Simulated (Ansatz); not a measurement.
Relaxation of CH2NSn (5 atoms, charge 0, multiplicity 2), to a largest force component of 0.02 eV/Å in at most 50 steps.

The calculation used UKS B3LYP/def2-mTZVP (Ansatz 0.2.0).

```xyz
5
Properties=species:S:1:pos:R:3
N 0.862 -1.582 1.718
C 0.522 -0.883 0.797
Sn -0.027 0.310 -0.859
H -1.618 0.099 -1.212
H 0.310 1.983 -0.484
```

Task: Where does it end, and by what steps?

Result: The forces met the threshold. After 3 steps the energy has fallen by 0.196 eV; H4 moved furthest, 0.08 Å.

```json
{"step": "0", "energy less start (eV)": "0.0000", "largest force component (eV/Å)": "4.016", "accepted": "yes"}
{"step": "1", "energy less start (eV)": "-0.1857", "largest force component (eV/Å)": "0.321", "accepted": "yes"}
{"step": "2", "energy less start (eV)": "-0.1951", "largest force component (eV/Å)": "0.076", "accepted": "yes"}
{"step": "3", "energy less start (eV)": "-0.1955", "largest force component (eV/Å)": "0.012", "accepted": "yes"}
```

```xyz
5
Properties=species:S:1:pos:R:3
N 0.836 -1.541 1.681
C 0.512 -0.862 0.801
Sn 0.017 0.332 -0.910
H -1.661 0.043 -1.185
H 0.346 1.955 -0.428
```

Run time: 16 s on 2 threads of Intel(R) Xeon(R) Platinum 8488C (Sapphire Rapids), with other jobs on the host, peak memory 0.21 GiB.
